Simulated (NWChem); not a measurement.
Species: AlBrClF; SMILES [Al]([Br])([F])[Cl]

```xyz
4

Al    -0.4222     0.6020     0.0000
F     -2.0352     0.9589     0.0000
Cl     0.9388     2.1680     0.0000
Br     0.2242    -1.5232     0.0000
```
Atoms are numbered in this order, from 1.

Computed with NWChem. Pople sets run with spherical d functions. Coordinates come from a PBE0/def2-SVP optimisation.

Question: Taking TPSS/6-311G** as the yardstick, which of these has the fewest basis functions while keeping “dipole (D)” within 0.05 D of it: TPSS/3-21G; TPSS/6-31G*; TPSS/STO-3G?

Answer: none of them.
```csv
level,basis functions,dipole (D),relative time (rough)
TPSS/STO-3G,41,1.96,1
TPSS/3-21G,57,0.70,1
TPSS/6-31G*,82,0.35,6
TPSS/6-311G**,114,0.51,5
```

The yardstick is one finite set, not the basis-set limit.
